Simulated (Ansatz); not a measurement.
`CC(=S)[NH][AlH2]` + `NCF` → `FC[NH][AlH2]` + `CC(N)=S`  (ligand exchange at the Al–N bond)

Gas-phase electronic energies from Ansatz, PBE0-D4/def2-TZVP geometries. CBS: MP2 limit from def2 TZ/QZ plus the TZ coupled-cluster correction, frozen cores. One conformer a species, not always the lowest.

`CC(=S)[NH][AlH2]`:

Z-matrix (Å, degrees):
```
C
C 1 1.499
H 1 1.086 2 110.3
H 1 1.095 2 110.5 3 120.7
H 1 1.094 2 110.7 3 -120.9
S 2 1.642 1 121.9 3 -0.8
N 2 1.360 1 115.8 3 179.3
Al 7 1.810 2 133.2 1 -0.0
H 7 1.015 2 109.6 1 179.9
H 8 1.575 7 119.9 2 -0.1
H 8 1.577 7 113.7 2 179.9
```

`NCF`:

```xyz
7

N    -0.707    0.333   -0.433
C     0.491   -0.247    0.009
F     0.638   -0.245    1.407
H    -1.525   -0.163   -0.109
H    -0.782    1.310   -0.190
H     0.540   -1.293   -0.299
H     1.346    0.305   -0.386
```

`FC[NH][AlH2]`:

Cartesian coordinates in Å:
```
F 0.726 1.812 0.931
C 0.612 1.044 -0.233
N 0.473 -0.327 0.057
Al -1.056 -1.237 0.156
H 1.511 1.261 -0.817
H -0.272 1.413 -0.760
H 1.347 -0.752 0.331
H -0.976 -2.746 0.618
H -2.365 -0.467 -0.282
```

`CC(N)=S`:

```xyz
9

C     1.043    0.220   -0.273
C    -0.419    0.404    0.004
N    -1.059   -0.717    0.362
S    -1.178    1.857   -0.098
H     1.458    1.124   -0.709
H     1.571    0.006    0.662
H     1.211   -0.622   -0.952
H    -2.040   -0.669    0.583
H    -0.586   -1.603    0.421
```

```csv
level,ΔE (kJ/mol)
HF/def2-QZVPP,-5.2
MP2/CBS(def2),0.1
```

Q: What does CCSD(T)/CBS give? (Best estimate.)

A: Computed: +0.3 kJ/mol. The listed levels differ from it by -5.5, -0.2 kJ/mol.

Largest T1 diagnostic among the species: 0.017.

In def2-TZVPP, CCSD(T) changes the Hartree–Fock value by +5.7 kJ/mol (the triples alone add +1.3 kJ/mol) and MP2 by +5.5 kJ/mol. The D4 term adds +3.7 kJ/mol with B3LYP and +2.1 kJ/mol with PBE0; it sums over pairs of atoms, weighted by their polarisabilities, and B3LYP, whose exchange is more repulsive, gets the larger term.

B3LYP here is the variant with VWN-RPA as its local correlation; programs differ in this.
